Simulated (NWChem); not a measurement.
CdIF; SMILES [Cd]([F])[I]

Program: NWChem. Geometry: optimised at PBE0/def2-SVP. def2 effective core potentials on Cd, I; no spin-orbit coupling. Vertical excitations in the gas phase; the lowest state need not have the same character in each row.

For level Hartree-Fock/def2-SVP, CIS:

| Item | Value |
|---|---|
| lowest excitation, singlet (eV) | 5.64 |
| oscillator strength of that lowest state | 0.036 |
| orbital gap (eV) | 11.09 |

Question: What are these values for level PBE/def2-SVP, TDA?

Answer: The lowest excitation, singlet (eV) comes out as 3.85. The oscillator strength of that lowest state is 0.008. The orbital gap (eV) is 3.66.
